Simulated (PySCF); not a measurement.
**A small calculation by hand: oscillator strength and radiative lifetime**

SiH2Br2, SMILES Br[SiH2]Br.

Geometry optimised at r2SCAN-D4/def2-SVP.

TDA-PBE/def2-SVPD in PySCF puts the first singlet state with f over 0.02 at 6.01 eV (vertical), with the transition dipole (-0.608, 0.000, 0.000) in atomic units.

**Question.** Find the oscillator strength, the wavelength and the radiative lifetime that this transition would have in vacuum if emission retraced absorption.

**Answer.** 
|μ|² = 0.3697 au, so |μ| = 1.55 D. ΔE = 6.01/27.211 = 0.2209 hartree. f = (2/3) ΔE |μ|² = 0.054 (the program prints 0.054).
λ = 1239.84/6.01 = 206 nm; ν = 48474 cm⁻¹.
Einstein's coefficient A = 0.6670 ν² f s⁻¹ (ν in cm⁻¹) = 8.5e7 s⁻¹, so τ = 1/A = 12 ns. This state is S3; the lower singlets have f = 0.011, 0.000. The figure is the radiative limit of this one transition; relaxation, internal conversion, crossing to triplets and a medium change what is measured.
